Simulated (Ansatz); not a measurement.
CH6GeOSn, SMILES `O=[CH][SnH2][GeH3]`, relaxed with RKS PBE-D4/def2-SVP in Ansatz 0.2.0 from a rough embedded geometry. The force threshold is 0.03 eV/Å; the program also tests the step.

Charge 0, multiplicity 1. Sn: def2 effective core potential.

Start:

```xyz
10

O    -1.133    2.134    1.138
C    -1.504    1.491    0.128
Sn   -0.850   -0.487   -0.058
Ge    1.734   -0.612   -0.052
H    -2.146    1.927   -0.624
H    -1.486   -1.222   -1.526
H    -1.412   -1.461    1.349
H     2.282    0.043    1.226
H     2.253   -2.055   -0.247
H     2.262    0.243   -1.332
```

(1) How much energy does the relaxation release, and in how many steps? (An estimate is asked.)

(2) Which bonds change most? (An estimate is asked.)

(3) Give the relaxed structure. (Estimate.)

## Answers

(1) Computed: 0.34 eV, in 16 steps, 4 of them rejected.

(2) Computed: C2–Sn3 from 2.091 to 2.255 Å; Ge4–H10 from 1.627 to 1.553 Å; Sn3–H7 from 1.802 to 1.730 Å; C2–H5 from 1.081 to 1.137 Å.

(3) The calculation gave: 
```xyz
10

O    -1.631    2.102    1.276
C    -1.556    1.564    0.198
Sn   -0.840   -0.563   -0.018
Ge    1.785   -0.624   -0.138
H    -1.832    2.119   -0.756
H    -1.514   -1.282   -1.448
H    -1.391   -1.428    1.376
H     2.391    0.013    1.141
H     2.305   -2.081   -0.261
H     2.283    0.179   -1.369
```
